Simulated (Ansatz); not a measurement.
Ansatz results at the PBE0-D4/def2-TZVP geometry: LUMO energy (PBE/def2-TZVPP) -1.87 eV; LUMO energy (B3LYP/def2-TZVPP) -1.35 eV; HOMO–LUMO gap (PBE0/def2-TZVPP) 5.61 eV.

Each molecule was computed in one conformer, which needn't be the lowest.

Question: Which molecule gave them?
A. `[CH3][SbH][SeH]`
B. `FB1CBO1`
C. `N/C=C/[SiH2]Cl`
D. `CNBS`

Answer: A. The others give `CNBS`: -0.43, 0.28, 7.39; `FB1CBO1`: -1.81, -1.02, 7.93; `N/C=C/[SiH2]Cl`: -0.94, -0.21, 6.55.

B3LYP here is the variant with VWN-RPA as its local correlation; programs differ in this.
